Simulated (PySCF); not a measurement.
Excited states of SMILES CC=C=C=C=C(C)Br, C₇H₇Br

Method: TDA wB97X/def2-SVP excited states, vertical, IEF-PCM toluene (non-equilibrium response) (PySCF). Geometry: GFN2-xTB.

Input:
```
{"job": {"kind": "states", "xc": "wB97X", "basis": "def2-SVP", "tda": true, "soc": true, "nstates": 8, "ntriplets": 4, "nquad": 4, "solvent": "toluene", "scf": {"conv": 1e-08}}, "charge": 0, "multiplicity": 1}
C     -3.540160     0.586002    -0.220064
C     -2.598015    -0.408332     0.376862
C     -1.296282    -0.293007     0.363355
C     -0.034651    -0.157786     0.353679
C      1.231786    -0.065129     0.298466
C      2.525506     0.075574     0.322227
C      3.507455    -0.399113    -0.689963
Br     3.337372     1.005205     1.834369
H     -4.213443     0.966222     0.548296
H     -4.149318     0.104504    -0.985361
H     -3.002045     1.418872    -0.664892
H     -3.051549    -1.275155     0.843761
H      4.063954     0.444051    -1.100770
H      4.224114    -1.079712    -0.229083
H      2.990863    -0.914208    -1.497278
```
Coordinates are in Å.

Command: `OMP_NUM_THREADS=1 python excited_run.py task.json out`

Problem. What does the run print?

Solution. H and L stand for HOMO and LUMO.
```
final grid: 129136 points
cycle   1  E = -2844.3789756199  dE =  3.802e-01  |g| = 3.601e-01  |ddm| = 4.552e+00
cycle   2  E = -2844.3981529696  dE = -1.918e-02  |g| = 3.418e-01  |ddm| = 8.354e-01
cycle   3  E = -2844.4264591229  dE = -2.831e-02  |g| = 6.009e-02  |ddm| = 4.005e-01
cycle   4  E = -2844.4278989528  dE = -1.440e-03  |g| = 2.323e-02  |ddm| = 1.351e-01
cycle   5  E = -2844.4281135653  dE = -2.146e-04  |g| = 8.874e-03  |ddm| = 4.421e-02
cycle   6  E = -2844.4281457024  dE = -3.214e-05  |g| = 2.728e-03  |ddm| = 1.699e-02
cycle   7  E = -2844.4281513697  dE = -5.667e-06  |g| = 1.304e-03  |ddm| = 8.857e-03
cycle   8  E = -2844.4281521229  dE = -7.531e-07  |g| = 3.813e-04  |ddm| = 2.899e-03
cycle   9  E = -2844.4281522072  dE = -8.430e-08  |g| = 1.608e-04  |ddm| = 9.921e-04
cycle  10  E = -2844.4281522228  dE = -1.562e-08  |g| = 6.973e-05  |ddm| = 3.748e-04
cycle  11  E = -2844.4281522271  dE = -4.291e-09  |g| = 2.343e-05  |ddm| = 2.536e-04
converged SCF energy = -2844.4281522271

Singlet excitations
state   eV       nm        f     d(h-e)  d(exc)  Lambda  PR(NTO)  |dmu|/D   mu/D   main configurations
  1   3.5493   349.3   0.00009   0.545   3.292   0.571   1.075    2.055    2.013   H->L 0.94
  2   4.1939   295.6   0.00001   0.679   3.178   0.505   1.056    2.516    5.001   H-1->L+1 0.95
  3   5.0013   247.9   0.05716   0.219   3.476   0.820   1.954    0.876    3.602   H-1->L 0.60, H->L+1 0.36
  4   5.7545   215.5   3.40900   0.372   3.217   0.800   2.161    1.352    1.523   H->L+1 0.57, H-1->L 0.33
  5   5.8071   213.5   0.00094   0.408   2.784   0.512   1.752                     H-3->L 0.48, H->L+2 0.38
  6   6.0267   205.7   0.16140   1.530   3.259   0.441   1.082                     H-2->L 0.75, H-2->L+2 0.20
  7   6.8595   180.7   0.00000   2.592   3.780   0.236   1.038                     H-2->L+1 0.94
  8   7.0748   175.2   0.00027   0.554   3.439   0.519   1.653                     H-3->L 0.29, H->L+2 0.25, H-5->L 0.24

Triplet excitations (Tamm-Dancoff)
state   eV     d(h-e)  d(exc)  Lambda  PR(NTO)   main configurations
  1   2.8092   0.069   2.992   0.806   1.557   H-1->L 0.73, H->L+1 0.18
  2   3.0883   0.109   2.981   0.809   1.527   H->L+1 0.74, H-1->L 0.18
  3   3.2654   0.518   3.276   0.572   1.054   H->L 0.95
  4   3.9376   0.711   3.162   0.503   1.025   H-1->L+1 0.96
S1 - T1 = 0.7401 eV

Spin-orbit couplings |<S|Hso|T>| (cm-1)
             T1       T2       T3       T4
S0       49.174   29.362  298.343   35.193
S1      116.199   36.225    2.241    0.472
S2       57.199   46.420    0.397    1.761
S3        9.190    1.310  138.675  134.044
S4       23.797    7.479   87.623   78.478
S5      161.943   39.678   26.553    5.650
S6      193.554   82.184  376.988   48.528
S7      113.433  257.740   21.613  265.993
S8      132.739  119.831   26.894   42.391
T1 sublevels (cm-1): 0.000 1.891 2.995   radiative rates (1/s): 12.8 103 0.052
```

Scalar relativity is left out, which matters for the atoms heavier than Zn.

It took 33 s wall time on 1 thread of an Arm Neoverse V1, shared host, peak memory 0.96 GiB.
